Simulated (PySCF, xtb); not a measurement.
CH₅BOS₂, SMILES SB(S)OC. One conformer was computed; it need not be the lowest.

Harmonic wavenumbers (cm⁻¹) from GFN2-xTB run with xtb at its own minimum, in rising order: 35, 158, 171, 201, 300, 306, 376, 414, 495, 748, 771, 895, 999, 1126, 1138, 1292, 1413, 1460, 1464, 2482, 2492, 2975, 2980, 2990.

What does PBE-D3(BJ)/def2-SVP in PySCF give at its own minimum? (The exact figures need the calculation; the answer reports its results.)

69, 140, 184, 217, 256, 354, 374, 487, 503, 740, 770, 992, 1029, 1129, 1153, 1318, 1418, 1419, 1442, 2619, 2631, 2945, 3026, 3073. Paired by order, the mean absolute difference is 39 cm⁻¹ and the zero-point energies are 39.6 and 40.4 kcal/mol.
